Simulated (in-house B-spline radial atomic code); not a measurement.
RPA and G0W0 for Ru3+, [Kr] 4d5, highest spin, as one setting changes: the highest l of the empty states. Start: r2SCAN. A dash marks a level of low quasi-particle weight. Computed with a B-spline radial code for spherical atoms: all electrons, scalar-relativistic (spin-free one-electron X2C), finite nucleus, each spin shell either full or empty, empty states to the listed l with an (l + 1/2)⁻⁴ tail; G0W0 by contour deformation at full frequency.

| highest l of the empty states | RPA summed (Eh) | RPA extrapolated (Eh) | G0W0 level (eV) |
| --- | --- | --- | --- |
| 4 | -2.6366 | -3.0765 | 4d up -45.93 |
| 5 | ? | ? | ? |
| 6 | -2.9244 | -3.0859 | 4d up -46.07 |
| 7 | -2.974 | -3.0753 | 4d up -46.08 |
| 8 | -3.0011 | -3.0655 | 4d up -46.06 |
| 9 | -3.0172 | -3.0606 | 4d up -46.06 |
| 10 | ? | ? | ? |
| 11 | -3.0339 | -3.0562 | 4d up -46.05 |

Question: What belongs in the row for 5?

Answer: RPA summed (Eh): -2.8304; RPA extrapolated (Eh): -3.1004; G0W0 level (eV): 4d up -46.07.

Question: What belongs in the row for 10?

Answer: RPA summed (Eh): -3.0273; RPA extrapolated (Eh): -3.0579; G0W0 level (eV): 4d up -46.05.
